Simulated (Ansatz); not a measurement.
Clusters of 8 atoms, oxide: gap (eV) at several levels, gas phase, relaxed structures; Ansatz. Clusters are the lowest isomers that short searches found in that spin, judged at the geometry's level. Core potentials for Mo, Nb, W, Zr in the def2 sets, no spin–orbit coupling. HOMO and LUMO are taken over both spins. Singlets are spin-restricted. A dash marks a value that wasn't run or was left out as unsound. The structures are stationary points that may keep the symmetry of their start. Remarks come from the PBE and PBE0 runs and from stability tests at other levels; not every state was tested. HOMO above LUMO (over both spins in singlets and doublets, within one spin in higher multiplets; at PBE or PBE0), or a gap under 0.15 eV within one spin, warns that the state may not be the lowest or that an electron is smeared out.

```json
{"species": "Mo2O6", "state": "singlet", "geometry": "r2SCAN-D4/def2-SVP", "PBE-D4/def2-SVP": "2.80", "PBE-D4/def2-TZVP": "2.79", "r2SCAN-D4/def2-TZVP": "3.20", "r2SCAN-D4/def2-TZVPD": "3.21", "PBE0-D4/def2-SVP": "5.14", "remarks": "–"}
{"species": "Nb3O5", "state": "doublet", "geometry": "PBE0-D4/def2-SVP", "PBE-D4/def2-SVP": "0.67", "PBE-D4/def2-TZVP": "0.69", "r2SCAN-D4/def2-TZVP": "1.12", "r2SCAN-D4/def2-TZVPD": "1.13", "PBE0-D4/def2-SVP": "2.28", "remarks": "–"}
{"species": "W2O6⁺", "state": "doublet", "geometry": "PBE-D4/def2-SVP", "PBE-D4/def2-SVP": "0.03", "PBE-D4/def2-TZVP": "0.01", "r2SCAN-D4/def2-TZVP": "0.02", "r2SCAN-D4/def2-TZVPD": "–", "PBE0-D4/def2-SVP": "0.74", "remarks": "near-degenerate levels, gap within one spin near zero"}
{"species": "Zr3O5", "state": "singlet", "geometry": "PBE0-D4/def2-SVP", "PBE-D4/def2-SVP": "1.62", "PBE-D4/def2-TZVP": "1.60", "r2SCAN-D4/def2-TZVP": "1.97", "r2SCAN-D4/def2-TZVPD": "1.96", "PBE0-D4/def2-SVP": "2.99", "remarks": "–"}
{"species": "W2O6", "state": "singlet", "geometry": "PBE-D4/def2-SVP", "PBE-D4/def2-SVP": "2.35", "PBE-D4/def2-TZVP": "2.37", "r2SCAN-D4/def2-TZVP": "2.84", "r2SCAN-D4/def2-TZVPD": "2.85", "PBE0-D4/def2-SVP": "4.69", "remarks": "–"}
{"species": "Na5O3", "state": "doublet", "geometry": "r2SCAN-D4/def2-SVP", "PBE-D4/def2-SVP": "0.91", "PBE-D4/def2-TZVP": "0.83", "r2SCAN-D4/def2-TZVP": "1.33", "r2SCAN-D4/def2-TZVPD": "–", "PBE0-D4/def2-SVP": "2.17", "remarks": "–"}
```

**Question.** Estimate the column for PBE-D4/def2-TZVPD.

**Answer.** Mo2O6 2.80; Nb3O5 0.70; Zr3O5 1.60; W2O6 2.37.

Over the 4 species that have every level, the mean is 1.86 at PBE-D4/def2-SVP, 1.86 at PBE-D4/def2-TZVP, 1.87 at PBE-D4/def2-TZVPD, 2.28 at r2SCAN-D4/def2-TZVP, 2.29 at r2SCAN-D4/def2-TZVPD, 3.77 at PBE0-D4/def2-SVP. Orbital gaps grow with the share of exact exchange and aren't one observable across functionals.
